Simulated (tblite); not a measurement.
Run record: tight-binding relaxation, `BS[C@H](C)[Ge]([CH3])([CH3])[CH3]`.

Computed with GFN2-xTB geometry optimisation, gas phase (tblite 0.8.0). Start geometry: from a force field or distance geometry. The input is one job of a driver script: a line of settings, then coordinates in Å.

Command:
```bash
OMP_NUM_THREADS=1 python probes_run.py task.json out
```

Input:
```
{"job": {"kind": "relax", "xc": "GFN2-xTB", "basis": "xTB"}, "charge": 0, "multiplicity": 1}
B      3.499100     0.586800     0.838900
S      1.897600     1.302400     0.092800
C      0.975800    -0.276400     0.134900
C      1.331000    -1.129500    -1.081900
Ge    -0.943400     0.136300     0.117900
C     -1.980400    -1.508100     0.181600
C     -1.408400     1.118700    -1.508500
C     -1.376100     1.227900     1.666600
H      4.330100     0.144900     0.131700
H      3.638000     0.575500     2.015200
H      1.169400    -0.834700     1.067500
H      1.120700    -0.597100    -2.017800
H      2.403800    -1.401400    -1.032900
H      0.749500    -2.080100    -1.062300
H     -1.794900    -2.094300    -0.731200
H     -3.057400    -1.260100     0.265800
H     -1.669800    -2.090600     1.078400
H     -0.807900     2.039600    -1.561700
H     -2.487900     1.377600    -1.473000
H     -1.197400     0.485900    -2.386700
H     -2.475300     1.437000     1.674200
H     -1.103200     0.678600     2.586900
H     -0.817800     2.188300     1.627600
```

Output:
```
step      E/eV     max force
  0    -672.61072    1.336
  1    -672.75419    0.951
  2    -672.82960    0.330
  3    -672.84596    0.299
  4    -672.87493    0.377
  5    -672.88551    0.383
  6    -672.90823    0.283
  7    -672.91565    0.169
  8    -672.91945    0.114
  9    -672.92115    0.133
... (116 lines left out)
126    -673.71058    0.052
127    -673.71096    0.038
128    -673.71117    0.031
129    -673.71127    0.025
130    -673.71133    0.018
131    -673.71141    0.017
132    -673.71148    0.013
133    -673.71151    0.013
134    -673.71154    0.010
135    -673.71156    0.007
```

«max force» is the largest atomic force in eV/Å.

Question: From which step on does the largest force stay under 0.1 eV/Å, and how much energy is left to gain from there?

Answer: From step 71 (0.071 eV/Å), 7.4 meV above the end.

Summary of the converged run: energy lowered by 25.4 kcal/mol over 135 steps; largest atomic force 0.007 eV/Å at the end.

Question: Give the final coordinates.

Answer: 0.446 Å rms from the input after alignment:
```
atom  x, y, z in Å
B1     3.4277    0.7254    0.9330
S2     1.9155    1.1989    0.2144
C3     0.9706   -0.3815    0.0910
C4     1.3991   -1.1424   -1.1462
Ge5   -0.9860    0.1028    0.1094
C6    -2.0743   -1.5668    0.1235
C7    -1.3799    1.1684   -1.5165
C8    -1.3491    1.1550    1.7527
H9     3.6189   -0.3912    1.2225
H10    4.2184    1.5647    1.1164
H11    1.2230   -0.9516    0.9854
H12    1.1878   -0.5591   -2.0403
H13    2.4676   -1.3601   -1.1223
H14    0.8537   -2.0838   -1.2060
H15   -1.9420   -2.1310   -0.7944
H16   -3.1270   -1.3194    0.2167
H17   -1.8033   -2.2036    0.9602
H18   -0.6501    1.9650   -1.6235
H19   -2.3680    1.6136   -1.4490
H20   -1.3480    0.5475   -2.4069
H21   -2.3997    1.4248    1.8067
H22   -1.0997    0.5846    2.6427
H23   -0.7601    2.0667    1.7542
```

Question: Estimate the wall time. Hardware: one thread of an Arm Neoverse N1, shared host.

Answer: About 2.2 s.
Labels such as C1 count atoms from 1, the log's own numbers from 0.
